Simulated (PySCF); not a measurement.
SMILES C[SiH2]/C=C/[Si](F)(F)F (C3H7F3Si2) at its GFN2-xTB optimised geometry (Å):

```
15

Si    -2.4556    -1.9005     4.0226
F     -4.0335    -2.0630     4.1323
F     -2.0614    -1.1958     5.3918
F     -1.9014    -3.3820     4.1679
C     -1.8620    -1.0284     2.4933
C     -1.0647    -1.5652     1.5673
Si    -0.4772    -0.6872     0.0000
C     -1.1427    -1.6581    -1.4897
H     -2.1941    -0.0066     2.3492
H     -0.7325    -2.5865     1.7141
H      0.9912    -0.6872     0.0000
H     -0.9912     0.6872     0.0000
H     -0.7889    -2.6855    -1.4822
H     -0.8208    -1.2074    -2.4237
H     -2.2291    -1.6851    -1.4939
```

Calculation: CAM-B3LYP/def2-TZVP (PySCF). Cells within 0.4 Å of a nucleus heavier than hydrogen are left out (blank, or x).

Map of the Laplacian of the electron density (e/bohr⁵) on the plane z = 1.2 Å:

```
|888888888888888888888888888|
|888888888888888888888888888|
|888888888888888888888888888|
|888888888888888888888888888|
|888888888888888888888888888|
|888888888888888888888888888|
|888888888888888888888888888|
|888888888888888888888888888|
|888888888888888888888888888|
|888888888888888888888888888|
|888888888888888888888888888|
|888888888888888888888888888|
|888888888888888888888888888|
|888888888888888888888888888|
|888888889888888888888888888|
|888889999998888888888888888|
|888899999988888888888888888|
|888899998778888888888888888|
|888899983047998888888888888|
|888899958017998888888888888|
|88889998xx38998888888888888|
|888899999679998888888888888|
|888889998799998888888888888|
|888889999899998888888888888|
|888888999999988888888888888|
|888888899999988888888888888|
|888888889999888888888888888|
```
Scale: ten equal steps from -0.743 (start of '0') to 0.145 (end of '9'), in the order '0123456789'; x runs from -3.00 to 3.00, y from -3.00 (bottom) to 3.00 (top).
